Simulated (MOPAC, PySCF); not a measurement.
C2H6OSi, SMILES `C=C(O)[SiH3]` (Si–C–O–H torsion 0°), neutral singlet in the gas phase. 

Z-matrix (Å, degrees):
```
C
C 1 1.3327
O 1 1.3794 2 118.61
H 3 0.9620 1 110.89 2 179.98
H 2 1.0796 1 120.51 3 180.00
H 2 1.0837 5 118.14 1 -180.00
Si 1 1.8771 2 122.03 5 0.00
H 7 1.4768 1 109.49 2 0.01
H 7 1.4842 8 110.44 5 120.79
H 7 1.4842 8 110.44 9 118.40
```
Charge 0, multiplicity 1.

All levels are single points at this geometry (B3LYP-D3(BJ)/def2-TZVP); Pople sets use spherical d functions. Orbital energies aren't observables, and empty levels follow the basis.

AM1 in MOPAC gives gap (eV) = 10.43.

Problem. Estimate the gap (eV) from each of these levels: B3LYP-D3(BJ)/def2-TZVP in PySCF; B3LYP/3-21G in PySCF; B3LYP/6-311+G** in PySCF; HF/6-31G* in PySCF; HF/STO-3G in PySCF.

Solution. 
```tsv
level	gap (eV)
B3LYP-D3(BJ)/def2-TZVP in PySCF	6.46
B3LYP/3-21G in PySCF	6.62
B3LYP/6-311+G** in PySCF	6.16
HF/6-31G* in PySCF	13.17
HF/STO-3G in PySCF	15.99
```
